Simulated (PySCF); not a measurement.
BH6NO2Si, SMILES OB(O)N[SiH3].

Coordinates come from a TPSSh-D3(BJ)/def2-SVP optimisation. The structure was generated by enumeration, and PubChem lists no compound with its InChIKey, so it may never have been made. The values are those of a single conformer.

Level of theory: PySCF with TPSSh-D3(BJ)/def2-SVP.

Frequencies are harmonic and unscaled.

Computed vibrational spectrum:
```
mode  ν (cm⁻¹)  IR (km/mol)  Raman (Å⁴/amu)  depolarisation  moving atoms (share of kinetic energy)
----  --------  -----------  --------------  --------------  --------------------------------------
1           95          4.4             0.3            0.75          N 34 %, O 31 %, H 25 %, Si 9 %
2          118          0.2             1.1            0.75                                  H 90 %
3          129          2.7             0.0               –         O 42 %, Si 27 %, H 15 %, N 12 %
4          321         26.6             1.5            0.75                          H 83 %, N 11 %
5          379          5.3             3.1            0.40                 O 51 %, Si 20 %, H 19 %
6          460         29.4             2.1            0.30          O 44 %, H 25 %, N 16 %, B 11 %
7          473         39.5             3.6            0.75                          H 84 %, O 11 %
8          493        198.0             0.0               –                                  H 94 %
9          647         51.9             2.6            0.75                  B 73 %, O 13 %, H 10 %
10         661         35.2             6.7            0.40                 H 61 %, O 15 %, Si 14 %
11         722         45.0            12.0            0.75                          H 79 %, Si 8 %
12         825         55.4             7.8            0.15         N 46 %, H 29 %, Si 13 %, O 12 %
13         931         58.6             1.3            0.07                  O 36 %, N 31 %, H 25 %
14         954         86.9            23.9            0.75                                  H 96 %
15         967        273.6            14.5            0.75                                  H 92 %
16         982         15.5             1.5            0.64                          H 77 %, O 13 %
17         988        144.2            20.7            0.74                                  H 92 %
18        1013        163.7             8.6            0.75                          H 80 %, O 15 %
19        1199         50.1             1.2            0.53           H 63 %, N 16 %, O 10 %, B 9 %
20        1442        340.6             0.8            0.64                   B 71 %, O 14 %, H 9 %
21        1467        609.1             0.3            0.28          B 62 %, N 16 %, O 12 %, H 10 %
22        2249        143.9           126.3            0.29                                  H 97 %
23        2255        152.8            76.9            0.75                                  H 96 %
24        2263         89.4           191.1            0.07                                  H 98 %
25        3605         25.2            68.8            0.26                                  H 93 %
26        3840         83.4           111.3            0.25                                  H 94 %
27        3849         57.0            83.9            0.33                                  H 94 %
```
